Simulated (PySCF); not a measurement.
# Electric field gradients and quadrupole coupling constants

Species: C4H5N3Si.
Cartesian coordinates in Å at the GFN2-xTB level; atoms count from 1:
```xyz
13
C4H5N3Si angstrom
C      2.779   -0.092    0.729
N      1.960    0.142   -0.185
Si     0.457   -0.533   -0.666
C     -0.962    0.774   -0.658
C     -1.541   -0.187    0.339
C     -2.793   -0.028    0.972
N     -3.821    0.155    1.448
N     -0.732   -1.168    0.524
H      3.675    0.520    0.796
H      2.670   -0.875    1.481
H      0.641   -1.365   -1.836
H     -0.761    1.755   -0.232
H     -1.577    0.902   -1.545
```

Field gradients from the PBE0/pcSseg-1 density (PySCF, non-relativistic), principal values in atomic units, ordered |Vxx| ≤ |Vyy| ≤ |Vzz|:

| atom | Vxx | Vyy | Vzz |
| --- | --- | --- | --- |
| N2 | 0.1280 | 0.8420 | -0.9700 |
| N7 | 0.4096 | 0.6211 | -1.0307 |
| N8 | 0.1365 | 1.0165 | -1.1530 |

Task: Find the asymmetry η = (Vxx − Vyy)/Vzz and the couplings χ = eQV/h (234.96 MHz × Q in barn × V in au), with Q(14N) = 0.02044 b.

Result: 
| atom | environment | nucleus | η | χzz (MHz) | χxx (MHz) | χyy (MHz) |
| --- | --- | --- | --- | --- | --- | --- |
| N2 | C=N nitrogen | 14N | 0.74 | -4.659 | 0.615 | 4.044 |
| N7 | nitrile nitrogen | 14N | 0.21 | -4.950 | 1.967 | 2.983 |
| N8 | C=N nitrogen | 14N | 0.76 | -5.54 | 0.66 | 4.88 |

Task: What is Vzz at N7 in SI units (1 au = 9.71736 × 10²¹ V/m²)?

Result: -1.0307 au = -10.016 × 10²¹ V/m².

Were the hydrogens deuterons (Q(2H) = 0.00286 b), χzz would run from 115 kHz (H11) to 215 kHz (H13 and H12).

Geometry: GFN2-xTB, one conformer, isolated molecule. GFN2-xTB bond lengths can be off by several hundredths of an ångström, more for odd bonds, and the gradients follow them. With so small a basis the couplings can be 20 % off.
